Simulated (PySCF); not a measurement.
Structure problem from calculated spectra and properties.

Formula: C3H2F3N.

| Quantity | Value |
| --- | --- |
| 1H NMR | chemical shifts (computed TMS as zero) by class: 3.06 (2 H) ppm [GIAO PBE0/pcSseg-1] |
| Couplings | largest of the computed one-bond spin–spin couplings (means over like bonds): 19F–13C -348.9 (×3), 13C–1H +145.5 (×2), 13C–13C +72.3, 13C–13C +67.0, 15N–13C -22.0 Hz [B3LYP/pcJ-1] |
| 13C NMR | chemical shifts (computed TMS as zero) by class: 132.4 (1 C), 115.7 (1 C), 26.6 (1 C) ppm [GIAO PBE0/pcSseg-1] |
| Dipole | 3.33 D [PBE0/pcSseg-1] |
| Rotational structure | rotational constants A, B, C: 5.252, 1.807, 1.775 GHz [GFN2-xTB] |
| NMR, other nuclei | isotropic shieldings of nuclei other than C and H, by class: -45 (1 N), 248 (3 F) ppm [GIAO PBE0/pcSseg-1] |

Gas-phase values; electronic properties from PySCF, density fitting. Levels stand in brackets. Geometry: GFN2-xTB; no solvent, vibrations or thermal averaging. Each NMR value is the plain mean over a class of atoms that symmetry, rotation or inversion makes alike.

Task: Propose a structure and show how it fits.

Result: Numbering: `[N:1]#[C:2][CH2:3][C:4]([F:5])([F:6])[F:7]`. Its formula, C3H2F3N, gives 2 degrees of unsaturation: 0 rings and 2 π bonds in the structure found. 3 carbons fall into 3 classes; from least to most shielded: CF3 carbon [C4] (132.4 ppm), nitrile carbon [C2] (115.7 ppm), sp3 carbon next to a nitrile [C3] (26.6 ppm). All hydrogens form one class (3.06 ppm): methylene hydrogen. The other shieldings belong to: -45 ppm, nitrile nitrogen [N1]; 248 ppm, fluorine of a CF3 group [F5/F6/F7]. The couplings run between: -348.9 Hz, fluorine of a CF3 group [F5] and CF3 carbon [C4] (with 2 like pairs); +145.5 Hz, sp3 carbon next to a nitrile [C3] and its hydrogen (with 1 like pair); +72.3 Hz, nitrile carbon [C2] and sp3 carbon next to a nitrile [C3]; +67.0 Hz, sp3 carbon next to a nitrile [C3] and CF3 carbon [C4]; -22.0 Hz, nitrile nitrogen [N1] and nitrile carbon [C2]. The optimised geometry has point group Cs and is an asymmetric top. Structure: CF3CH2CN, `N#CCC(F)(F)F`. Computed isomers that give other values at the same levels: `N#C[C@H](F)C(F)F` (rotational constant A: 4.433 GHz; this holds for the one conformer computed). The assignments are read from this structure; whether some other isomer fits the data as well wasn't checked.

The values belong to the conformer `[N:1]#[C:2][CH2:3][C:4]([F:5])([F:6])[F:7]`: C2–C3–C4–F5 61°.
